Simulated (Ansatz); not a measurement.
`CC[Si]C` → `[CH2]` (triplet) + `CC[SiH]`  (formal loss of a carbene)

Gas-phase electronic energies from Ansatz, PBE0-D4/def2-TZVP geometries. CCSD(T)/CBS adds triple-zeta CCSD(T) − MP2 to the extrapolated MP2 energy (def2 sets, frozen cores). This one scheme is used for every species. Functionals use def2-TZVPP. Triplets are unrestricted, without spin–orbit coupling. One conformer a species, not always the lowest.

`CC[Si]C`:

Z-matrix (Å, degrees):
```
C
C 1 1.522
H 1 1.092 2 111.8
H 1 1.094 2 111.9 3 120.5
H 1 1.094 2 111.3 3 -119.8
Si 2 1.902 1 122.4 3 56.1
H 2 1.108 1 110.1 3 -60.3
H 2 1.096 1 111.2 3 -174.2
C 6 1.896 2 100.2 1 -24.8
H 9 1.097 6 111.3 2 -52.4
H 9 1.091 6 112.7 2 -174.8
H 9 1.098 6 109.5 2 64.6
```

`[CH2]` (triplet):

Z-matrix (Å, degrees):
```
C
H 1 1.079
H 1 1.079 2 134.9
```

`CC[SiH]`:

```xyz
9

C    -0.448   -0.569   -0.637
C     0.667    0.251    0.000
Si    0.284    1.572    1.296
H    -0.057   -1.374   -1.266
H    -1.082    0.056   -1.270
H    -1.090   -1.014    0.126
H     1.359    0.645   -0.752
H     1.301   -0.406    0.633
H    -0.933    0.838    1.869
```

```json
{"level": "CAM-B3LYP-D4", "ΔE (kJ/mol)": "474.8"}
{"level": "r2SCAN", "ΔE (kJ/mol)": "458.5"}
{"level": "BHLYP", "ΔE (kJ/mol)": "449.4"}
{"level": "CCSD/CBS(def2)", "ΔE (kJ/mol)": "467.0"}
```

**Question.** What does CCSD(T)/CBS give? (Best estimate.)

**Answer.** Computed: +479.7 kJ/mol. The listed levels differ from it by -4.9, -21.2, -30.3, -12.7 kJ/mol.

Largest T1 diagnostic among the species: 0.012.

From r2SCAN to r2SCAN0 (25 % exact exchange), in def2-TZVPP and without D4, ΔE moves by −5.6 kJ/mol. The D4 term adds +11.7 kJ/mol with B3LYP and +6.3 kJ/mol with PBE0; it sums over pairs of atoms, weighted by their polarisabilities, and B3LYP, whose exchange is more repulsive, gets the larger term.

B3LYP here is the variant with VWN-RPA as its local correlation; programs differ in this.
